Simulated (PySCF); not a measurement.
B(Cl)(Me)(Et) (C3H8BCl), SMILES CCB(Cl)C. Atoms are numbered in the order given.

```xyz
13

B      0.1474     0.5167     0.2193
Cl     0.4734    -1.0831     0.9368
C      0.6941     1.7715     0.9779
H      1.7989     1.7478     0.9644
H      0.4154     1.7497     2.0446
H      0.3694     2.7277     0.5400
C     -0.6505     0.6043    -1.1256
C     -1.0807    -0.6796    -1.8273
H     -0.0470     1.2472    -1.7995
H     -1.5277     1.2478    -0.9013
H     -1.7218    -1.2936    -1.1757
H     -0.2101    -1.3006    -2.0904
H     -1.6396    -0.4743    -2.7536
```
Charge 0, spin multiplicity 1.

Geometry: r2SCAN-D4/def2-SVP. Other conformers were not sampled.

Two levels are set side by side: PBE/pcSseg-1 (PySCF) and KT2/pcSseg-1 (PySCF). GIAO shifts against BF3 (¹¹B), HCl (³⁵Cl), TMS (¹H), TMS (¹³C) at the same level; non-relativistic, no solvent, atoms listed together averaged. Without spin–orbit terms, shifts of atoms bonded to Cl or Br come out too high at both levels. Differences are taken from unrounded values.

```csv
quantity,PBE
δ(¹¹B) of B1 (ppm),69.6
δ(³⁵Cl) of Cl2 (ppm),287.3
δ(¹³C) of C3 (ppm),16.5
δ(¹³C) of C7 (ppm),30.4
δ(¹³C) of C8 (ppm),12.9
```

Q: These are the PBE values. What does KT2 give? (An estimate is asked for; the answer gives what the named calculation found.)

A: 
```csv
quantity,KT2,PBE minus KT2
δ(¹¹B) of B1 (ppm),64.7,4.9
δ(³⁵Cl) of Cl2 (ppm),266.5,20.8
δ(¹³C) of C3 (ppm),15.7,0.8
δ(¹³C) of C7 (ppm),29.3,1.1
δ(¹³C) of C8 (ppm),12.8,0.1
```

Rough cost on one machine, each run with all the roots and properties that it gave: KT2 against PBE within a factor of 2.
